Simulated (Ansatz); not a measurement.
Reaction (SMILES): [CH3][Ge]([F])([F])[F] [trifluoro(methyl)germane] → [CH3][Ge]([F])[F] + F atom (the F-Ge bond at the site shown breaks; other sites are not compared here)
Structures are relaxed separately at B3LYP-D3(BJ)/def2-TZVP in Ansatz (a first-principles code). Frequencies are from Ansatz.

Quantity: bond dissociation energy (enthalpy at 298 K, with B3LYP-D3(BJ) rigid-rotor harmonic-oscillator terms), in kJ/mol. Correlated levels leave the core frozen unless marked. Open shells are spin-unrestricted. Spin-orbit coupling is left out. Frozen are the shells of the preceding noble gas and the d and f shells that filled before the atom's block. Non-relativistic. CBS marks a two-point X^-3 extrapolation of the correlation energy; Hartree-Fock from the larger set.

| level | program | bond dissociation energy (kJ/mol) | minus last row |
|---|---|---|---|
| BLYP/def2-TZVPD | Ansatz | 520.7 | -55.1 |
| LC-wPBE/def2-TZVPD | Ansatz | 550.4 | -25.4 |
| RPA@PBE/cc-pVQZ | Ansatz | 522.6 | -53.2 |
| MP2/6-31G | Ansatz | 494.4 | -81.4 |
| MP2/aug-cc-pVDZ | Ansatz | 564.2 | -11.6 |
| MP2/cc-pVDZ | Ansatz | 541.8 | -34.0 |
| MP2/cc-pVTZ | Ansatz | 589.1 | 13.3 |
| MP2/CBS(aug-cc-pVTZ,aug-cc-pVQZ) | Ansatz | 608.5 | 32.7 |
| CCSD/6-31G | Ansatz | 466.7 | -109.1 |
| CCSD(T)/CBS(aug-cc-pVTZ,aug-cc-pVQZ) | Ansatz | 575.8 | 0.0 |
